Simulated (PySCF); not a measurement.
# What a mistake does to a calculation on BGeH3NO cation

All numbers below are calculated, not measured. They come from PySCF 2.14.0, an open-source quantum chemistry program, on an isolated molecule that a program drew, which may never have been made. The molecule is BGeH3NO cation (charge +1, singlet), drawn as the SMILES string `OB=[N][GeH2+]`.

Each row is a Hartree-Fock (HF) and frozen-core CCSD(T) single point in the cc-pVDZ basis, meant for a local HF minimum. Run 1 is clean. Each other run has one planted mistake out of seven kinds, and not every kind appears here: one electron removed, one electron added, multiplicity raised by two, geometry at a saddle point, minimal basis STO-3G, one bond length entered in bohr, all coordinates scaled. The reference is restricted for singlets and unrestricted otherwise, and also for a bond in bohr. Adding or removing an electron swaps singlet and doublet. Electrons count all cores. HOMO and LUMO are orbital energies over both spins, the gradient is its largest component, and the lowest frequency (negative if imaginary) is given only where the gradient is small. Bond lengths are over the 6 bonds as drawn. T1 is the CCSD diagnostic: over 0.02 (restricted) or 0.045 (unrestricted) a single reference is doubtful. Germanium has the cc-pVDZ-PP basis, with a core potential (ECP10MDF) in place of its 10 inner electrons, and its 3s, 3p and 3d shells are frozen in CCSD(T).

Geometry of the clean run:
```xyz
7
BGeH3NO cation, angstrom
O    -0.5879   -1.6590   -3.4237
B    -0.3534   -1.4126   -2.1859
N    -0.0950   -1.1249   -0.9662
Ge    0.3375   -0.5980    0.5875
H    -1.0783   -2.4235   -3.7059
H     1.1346    0.6724    0.7428
H    -0.0913   -1.4211    1.7750
```

| run | electrons | basis functions | <S^2> | HOMO (eV) | LUMO (eV) | gradient (hartree/bohr) | lowest frequency (cm^-1) | mean bond (Å) | longest bond (Å) | T1 | HF (hartree) | CCSD(T) (hartree) | mistake |
|---|---|---|---|---|---|---|---|---|---|---|---|---|---|
| 1 | 54 | 80 | 0.000 | -16.79 | -4.62 | 3.9e-05 | 76 | 1.3710 | 1.697 | 0.0178 | -448.93884 | -449.46761 | no fault |
| 2 | 54 | 80 | 0.000 | -16.49 | -4.73 | 3.4e-02 | - | 1.4204 | 1.758 | 0.0197 | -448.92759 | -449.46633 | all coordinates scaled |
| 3 | 54 | 80 | 0.906 | -15.63 | -5.19 | 1.5e-02 | - | 1.5946 | 2.849 | 0.0313 | -448.83955 | -449.35216 | one bond length entered in bohr |
| 4 | 54 | 80 | 2.018 | -11.78 | -7.12 | 1.3e-01 | - | 1.3710 | 1.697 | 0.0334 | -448.80953 | -449.31091 | ? |

**Which mistake was planted in run 4, and what did it cost?**

Electrons, basis and geometry are unchanged, and <S^2> is 2.018, beside S(S+1) = 2.00 for a multiplicity of 3. So the mistake is: multiplicity raised by two. Subtracting run 1 and multiplying by 627.51 kcal/mol a hartree, the energy moved by 81.1 kcal/mol in HF and 98.3 kcal/mol in CCSD(T).

